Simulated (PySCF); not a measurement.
Coordinates in bohr (charge 1 multiplicity 1):
```
Ti    0.0000    0.0000   -1.1429
Br    4.0205    0.0000    0.2314
Br   -2.0102    3.4819    0.2314
Br   -2.0103   -3.4819    0.2314
```

All numbers come from PySCF, PBE0, basis Ti def2-SVP, Br def2-SVP (no relativity, density fitting).

This geometry of [TiBr3]+ is a stationary point at this level.

Problem. What is the point group?

Solution. C3v.

Problem. Is it a minimum?

Solution. Yes: all harmonic wavenumbers are real.

Problem. List the harmonic modes with their infrared intensities.

Solution. 
```tsv
symmetry	ω (cm⁻¹)	IR (km/mol, summed over degenerate members)
e	88	0.2
a1	89	7.6
a1	325	10.9
e	442	196
```

Problem. Give the atomic charges and bond orders.

Solution. 
```tsv
atom	Mulliken	Löwdin	polar tensor	Mayer order to Ti1
Ti1	0.67	0.02	1.73	–
Br2,3,4	0.11	0.33	-0.24	1.67
```

Problem. Give the ideal-gas entropy at 298.15 K and 1 bar by parts.

Solution. translation 179.3, rotation 121.0, vibration 58.6, spin 0.0; total 358.9 J/(mol K).

In C3v the vibrations span 2e + 2a1.

This need not be the most stable arrangement of these atoms.
